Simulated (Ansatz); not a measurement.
Cartesian coordinates in Å:
```
N 0.4909 -1.5048 -0.4459
In 0.0824 0.3858 0.0731
O -1.4743 0.8394 1.1944
Br 1.6270 2.2322 -0.4567
H 1.0742 -1.6084 -1.2643
H -0.3103 -2.1157 -0.5267
H -1.4900 1.7715 1.4262
```

Charge 0, multiplicity 1. In: def2 effective core potential.

List the CAM-B3LYP/def2-TZVPP orbital energies in eV (Ansatz). (Estimate.)

Computed: Occupied: -13140.66, -1702.15, -1533.90, -1533.85, -1533.84, -522.23, -391.54, -238.22, -179.12, -178.96, -178.94, -129.93, -86.67, -86.46, -86.34, -73.46, -73.41, -73.40, -73.27, -73.27, -28.66, -25.59, -24.04, -23.54, -23.46, -23.31, -23.05, -22.28, -15.22, -14.89, -13.13, -11.62, -10.55, -10.39, -9.81, -9.68, -9.25. Lowest empty: -0.89, 0.07, 0.99, 1.38, 2.40, 2.64, 3.65, 4.32.
